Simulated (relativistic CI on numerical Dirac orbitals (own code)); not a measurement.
Electric-dipole transitions in Ta⁵⁶⁺

Computed by Dirac-Coulomb-Breit CI, orbitals from a KLI potential per configuration, a model potential for QED, unscaled Slater integrals (own radial code, finite nucleus).

Configuration list (outside the closed core [Ne]): 3s2 3p5, 3s 3p6, 3s2 3p4 3d, 3s 3p5 3d, 3p6 3d, 3s 3p4 3d2, 3s2 3p3 3d 4p, 3p6 4s, 3s 3p4 3d 4s, 3s2 3p4 4s, 3p6 4p, 3s2 3p4 4p, 3s2 3p4 4d, 3p5 3d 4p, 3s 3p5 4s, 3s2 3p4 4f, 3s 3p5 4p, 3s 3p5 4d, 3s 3p5 4f, 3s2 3p4 5s, 3s2 3p4 5p, 3s2 3p3 4s 4p, 3s2 3p4 5d, 3s2 3p4 5f, 3s2 3p4 5g, 3s 3p4 4s2, 3s 3p5 5s, 3s 3p5 5p, 3s2 3p3 3d2, 3s2 3p2 3d3, 3s 3p3 3d3, 3s2 3p2 3d2 4s, 3s2 3p2 3d2 4p, 3s2 3p2 3d2 4d, 3p5 3d2, 3p4 3d3, 3p4 3d2 4s, 3p4 3d2 4p, 3p4 3d2 4d, 3s2 3p3 3d 4s, 3s 3p3 3d2 4s, 3s2 3p2 3d 4s2, 3s2 3p2 3d 4s 4p, 3s2 3p2 3d 4s 4d, 3p5 3d 4s, 3p4 3d 4s2, 3p4 3d 4s 4p, 3p4 3d 4s 4d, 3s2 3p3 4s2, 3s 3p3 3d 4s2, 3s2 3p2 4s2 4p, 3s2 3p2 4s2 4d, 3s2 3p3 4p2, 3s2 3p2 3d 4p2, 3s 3p3 3d 4p2, 3s2 3p2 4s 4p2, 3s2 3p2 4p3, 3s2 3p2 4p2 4d. Double excitations out of closed p, d and f shells are left out; levels of such configurations are missing from the list, as are those of other unlisted configurations, and high levels can miss mixing partners. These lack a partner that the ground configuration has and come out too high: 3s2 3p4 4f, 3s 3p5 4p, 3s 3p5 4d, 3s 3p5 4f, 3s2 3p4 5s.

| λ vac (Å) | Lower | Upper | A (s⁻¹) | E lower (10³ cm⁻¹) | E upper (10³ cm⁻¹) |
| --- | --- | --- | --- | --- | --- |
| 19.999 | 3s2 3p3 3d2 4G°_11/2 [30] | 3s2 3p2 3d3 4F_9/2 [301] | 5.06e+12 | 4588.4 | 9588.7 |
| 20.113 | 3s2 3p4 3d 2F_7/2 [5] | 3s2 3p3 3d2 2D°_5/2 [90] | 4.46e+12 | 1949.7 | 6921.7 |
| 20.136 | 3s2 3p4 3d 4F_9/2 [8] | 3s2 3p3 3d2 4D°_7/2 [133] | 5.07e+12 | 2500.2 | 7466.4 |
| 20.151 | 3s2 3p4 3d 2D_3/2 [6] | 3s2 3p3 3d2 2D°_3/2 [102] | 5.31e+12 | 2103.5 | 7066.1 |
| 20.168 | 3s2 3p4 3d 4D_5/2 [3] | 3s2 3p3 3d2 4D°_3/2 [87] | 4.31e+12 | 1919.4 | 6877.8 |
| 20.267 | 3s2 3p4 3d 2F_7/2 [7] | 3s2 3p3 3d2 4P°_5/2 [127] | 4.36e+12 | 2482.1 | 7416.3 |
| 20.322 | 3s2 3p3 3d2 4G°_11/2 [30] | 3s2 3p2 3d3 4G_11/2 [286] | 5.29e+12 | 4588.4 | 9509.1 |
| 20.326 | 3s2 3p4 3d 2F_7/2 [5] | 3s2 3p3 3d2 2F°_7/2 [86] | 4.40e+12 | 1949.7 | 6869.6 |
| 20.331 | 3s2 3p4 3d 4D_5/2 [3] | 3s2 3p3 3d2 4D°_5/2 [84] | 2.35e+12 | 1919.4 | 6838.0 |
| 20.432 | 3s2 3p5 2P°_3/2 [1] | 3s2 3p4 3d 2P_1/2 [41] | 6.06e+12 | 0.0 | 4894.4 |
| 20.564 | 3s2 3p4 3d 2D_5/2 [11] | 3s2 3p3 3d2 2F°_5/2 [140] | 3.99e+12 | 2731.8 | 7594.8 |
| 20.612 | 3s2 3p4 3d 2F_7/2 [7] | 3s2 3p3 3d2 2G°_7/2 [118] | 2.72e+12 | 2482.1 | 7333.6 |
| 20.655 | 3s2 3p5 2P°_3/2 [1] | 3s2 3p4 3d 2P_3/2 [38] | 2.94e+12 | 0.0 | 4841.4 |
| 20.740 | 3s2 3p5 2P°_3/2 [1] | 3s2 3p4 3d 2D_5/2 [37] | 2.92e+12 | 0.0 | 4821.5 |
| 20.741 | 3s2 3p4 3d 4F_9/2 [8] | 3s2 3p3 3d2 2G°_9/2 [115] | 2.15e+12 | 2500.2 | 7321.5 |
| 20.762 | 3s2 3p4 3d 2F_7/2 [7] | 3s2 3p3 3d2 4F°_9/2 [112] | 1.98e+12 | 2482.1 | 7298.5 |
| 20.766 | 3s2 3p4 3d 4F_9/2 [8] | 3s2 3p3 3d2 4G°_11/2 [113] | 2.21e+12 | 2500.2 | 7315.7 |
| 35.210 | 3s2 3p4 3d 2F_7/2 [5] | 3s2 3p3 3d2 2G°_9/2 [35] | 6.28e+11 | 1949.7 | 4789.8 |
| 35.507 | 3s2 3p5 2P°_3/2 [1] | 3s2 3p4 3d 2D_5/2 [13] | 6.59e+11 | 0.0 | 2816.3 |
| 35.734 | 3s2 3p4 3d 4D_5/2 [3] | 3s2 3p3 3d2 2G°_7/2 [32] | 4.81e+11 | 1919.4 | 4717.9 |

Terms are leading LS components. Brackets give the number of a level in order of energy, since labels repeat. The list gives strong lines, with weight on those to low levels, without lines whose two gauges differ by over a factor of 2.5, among the lowest 400 of 10102 levels, so that lines to higher ones, which can be the strongest, are missing. Levels whose partners in the same complex of configurations lie outside the list can be far off, and so can their lines. Rates are taken at the computed energies, electric ones in the length gauge.

At this charge energies of transitions that change n are usually good to better than 1 %, and those within a shell (Δn = 0) to a few per cent.

LS names give the leading component of a level, which can be under half, so a name can repeat, a term be missing and a line seem to break the LS rules.
